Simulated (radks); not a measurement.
Species: Ir XXX. Configuration: [Kr] 4d10 4f2. Method: Dirac Kohn-Sham, PBE, spin-unpolarised, spherical densities, point nucleus; open shells are shared between the two j in proportion to 2j + 1; computed with a radial shooting solver on a logarithmic mesh with Libxc functionals.

Unscreened Slater integrals over Kohn-Sham orbitals (hartree). Large and small components are both included.

integral           value
F0(4f7/2,4f7/2)   2.1937
F2(4f7/2,4f7/2)   1.1612
F4(4f7/2,4f7/2)  0.75757
F6(4f7/2,4f7/2)  0.55421
F0(4f7/2,4f5/2)   2.2022
F2(4f7/2,4f5/2)   1.1644
F4(4f7/2,4f5/2)  0.75932
G2(4f7/2,4f5/2)   1.1571
G4(4f7/2,4f5/2)  0.75477
G6(4f7/2,4f5/2)  0.55213
F0(4f7/2,4d5/2)   2.1195
F2(4f7/2,4d5/2)   1.0630
F4(4f7/2,4d5/2)  0.69229
G1(4f7/2,4d5/2)   1.1268
G3(4f7/2,4d5/2)  0.76635
G5(4f7/2,4d5/2)  0.55985
F0(4f7/2,4d3/2)   2.1400
F2(4f7/2,4d3/2)   1.0767
G3(4f7/2,4d3/2)  0.78067
G5(4f7/2,4d3/2)  0.56912
F0(4f5/2,4f5/2)   2.2109
F2(4f5/2,4f5/2)   1.1677
F4(4f5/2,4f5/2)  0.76122
F0(4f5/2,4d5/2)   2.1270
F2(4f5/2,4d5/2)   1.0633
F4(4f5/2,4d5/2)  0.69135
G1(4f5/2,4d5/2)   1.1199
G3(4f5/2,4d5/2)  0.76189
G5(4f5/2,4d5/2)  0.55663
F0(4f5/2,4d3/2)   2.1477
F2(4f5/2,4d3/2)   1.0773
G1(4f5/2,4d3/2)   1.1544
G3(4f5/2,4d3/2)  0.78157
F0(4d5/2,4d5/2)   2.0841
F2(4d5/2,4d5/2)   1.0651
F4(4d5/2,4d5/2)  0.72292
F0(4d5/2,4d3/2)   2.1026
F2(4d5/2,4d3/2)   1.0727
G2(4d5/2,4d3/2)   1.0678
G4(4d5/2,4d3/2)  0.72491
F0(4d3/2,4d3/2)   2.1218
F2(4d3/2,4d3/2)   1.0816
